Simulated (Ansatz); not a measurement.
Worked example: C2H3Br + CBr2Cl2 → C2H3Cl + CBr3Cl

Species: C2H3Br (vinyl bromide) `C=CBr`, singlet; CBr2Cl2 (dibromodichloromethane) `ClC(Cl)(Br)Br`, singlet; C2H3Cl `C=CCl`, singlet; CBr3Cl (tribromochloromethane) `ClC(Br)(Br)Br`, singlet. The partners trade Br for Cl; both sit on C, so the bond types are kept.

Shapes, held fixed at every level: PBE0-D4/def2-TZVP. Programs: Ansatz 0.2.0. The zero-point and thermal change to 298 K, harmonic and unscaled (PBE0-D4/def2-TZVP), is +0.3 kJ/mol.

At CCSD(T)/def2-TZVPP; 1 Eh = 2625.50 kJ/mol:

| species | energy (Eh) |
| --- | --- |
| C2H3Br | -2650.549247 |
| CBr2Cl2 | -6102.872812 |
| C2H3Cl | -537.569288 |
| CBr3Cl | -8215.852657 |

Problem. Work out ΔH(298 K) of the reaction at this level.

Solution. 
1. Products less reactants: (-537.569288) + (-8215.852657) − [(-2650.549247) + (-6102.872812)] = 0.000114 Eh = +0.3 kJ/mol.
2. With the thermal change: +0.3 + (+0.3) = +0.6 kJ/mol.

Other levels give -0.3 (BHLYP-D4/def2-TZVPP) to +1.3 kJ/mol (r2SCAN0-D4/def2-TZVPP). No measured value is set beside it here. Relativity is left out for Br unless named. Correlated rows may include outer-core shells of Br, which these sets cover unevenly.
